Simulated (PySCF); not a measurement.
Ge(F)2(Br)(NH2) (BrF2GeH2N), SMILES [NH2][Ge]([F])([F])[Br]. Atoms are numbered in the order given.

```xyz
7

N      1.5216    -1.6138     0.0000
Ge    -0.0189    -0.6778     0.0000
F     -0.9244    -1.1487     1.3910
F     -0.9244    -1.1487    -1.3910
Br     0.0687     1.6182     0.0000
H      2.0927    -1.4876     0.8342
H      2.0927    -1.4876    -0.8342
```

Geometry optimised at B3LYP-D3(BJ)/def2-SVP. This is a generated structure with no PubChem entry under its InChIKey; it may be hypothetical. One conformer was computed; it need not be the lowest.

Two levels are set side by side: PBE/pcSseg-1 (PySCF) and HF/pcSseg-1 (PySCF). GIAO shifts against CFCl3 (¹⁹F), GeH4 (⁷³Ge), NH3 (¹⁵N), TMS (¹H) at the same level; non-relativistic, no solvent, atoms listed together averaged. Without spin–orbit terms, shifts of atoms bonded to Cl or Br come out too high at both levels. Differences are taken from unrounded values.

| quantity | HF | PBE | PBE minus HF |
|---|---|---|---|
| δ(¹⁵N) of N1 (ppm) | 23.9 | 58.4 | 34.5 |
| δ(⁷³Ge) of Ge2 (ppm) | 271.3 | 394.7 | 123.5 |
| δ(¹⁹F) of F3, F4 (ppm) | -126.1 | -130.6 | -4.4 |
| δ(¹H) of H6, H7 (ppm) | 1.76 | 1.90 | 0.14 |

Rough cost on one machine, each run with all the roots and properties that it gave: HF against PBE within a factor of 2.
